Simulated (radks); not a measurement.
Lu II, configuration [Xe] 4f14 6s2 (the NIST ground configuration). All-electron calculation, Dirac Kohn-Sham, PBE, spin-unpolarised, spherical densities, point nucleus. Program: a radial shooting solver on a logarithmic mesh with Libxc functionals.

Normalised radial functions P(r) = r R(r) (large component), r in bohr:

r           5p1/2    5p3/2   4f7/2
0.001118   0.0054   0.0010  0.0000
0.001515   0.0076   0.0018  0.0000
0.002053   0.0108   0.0033  0.0000
0.002782   0.0156   0.0057  0.0000
0.003801   0.0231   0.0100  0.0000
0.005151   0.0342   0.0172  0.0000
0.006981   0.0507   0.0290  0.0000
0.009461   0.0748   0.0476  0.0000
0.01282    0.1082   0.0755  0.0001
0.01738    0.1509   0.1145  0.0004
0.02355    0.1980   0.1622  0.0013
0.03192    0.2348   0.2081  0.0038
0.04326    0.2333   0.2278  0.0105
0.05863    0.1572   0.1840  0.0278
0.07945   -0.0125   0.0466  0.0685
0.1085    -0.2335  -0.1664  0.1580
0.1471    -0.3442  -0.3176  0.3199
0.1994    -0.1833  -0.2342  0.5685
0.2702     0.2182   0.1170  0.8668
0.3662     0.5078   0.4536  1.1121
0.4963     0.3032   0.3737  1.1840
0.6726    -0.3229  -0.1635  1.0513
0.9116    -0.8800  -0.7490  0.7949
1.235     -0.9912  -0.9676  0.5200
1.674     -0.7034  -0.7658  0.2932
2.287     -0.3223  -0.3959  0.1372
3.1       -0.0961  -0.1363  0.0540
4.201     -0.0164  -0.0279  0.0161
5.694     -0.0013  -0.0029  0.0032
7.717     0.0000  -0.0001  0.0004
10.46     0.0000  0.0000  0.0000

5p1/2: eigenvalue -45.388 eV, 3 radial nodes at r = 0.0780, 0.232, 0.582 bohr, <r> = 1.31 bohr, 90 % of the charge inside 1.92 bohr. 5p3/2: eigenvalue -38.423 eV, 3 radial nodes at r = 0.0855, 0.248, 0.622 bohr, <r> = 1.42 bohr, 90 % of the charge inside 2.09 bohr. 4f7/2: eigenvalue -17.756 eV, 0 radial nodes, <r> = 0.729 bohr, 90 % of the charge inside 1.26 bohr.
